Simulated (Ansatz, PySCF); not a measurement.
Gas-phase reaction R1 + R2 → 2 P1, each structure at its B3LYP-D3(BJ)/def2-TZVP stationary point, reached from a drawn start (curvature not checked).
R1, Cl2 (SMILES ClCl) (charge 0, multiplicity 1):
```xyz
2

Cl     0.00000     0.00000    -1.00672
Cl     0.00000     0.00000     1.00672
```
R2: I2 (SMILES II), charge 0, multiplicity 1.
P1, ClI (SMILES ClI) (charge 0, multiplicity 1):
```xyz
2

I      0.00000     0.00000    -1.17236
Cl     0.00000     0.00000     1.17236
```

P less R. No zero-point or thermal terms; no spin–orbit coupling.

Codes used: Ansatz (Gaussian orbitals); PySCF for the D3/D4 terms. Each number belongs to the level named beside it. Elements past Kr take the def2 small-core potentials, without spin–orbit coupling.

### Question
Predict the reaction energy from BHLYP/def2-TZVPP.

### Answer
-5.7 kcal/mol

### Question
Give the reaction energy at the level BLYP-D3(BJ)/def2-TZVPP.

### Answer
-5.9 kcal/mol

### Question
Give the reaction energy at the level PBE0-D4/def2-TZVPP.

### Answer
-4.7 kcal/mol

Ansatz is an electronic-structure program.
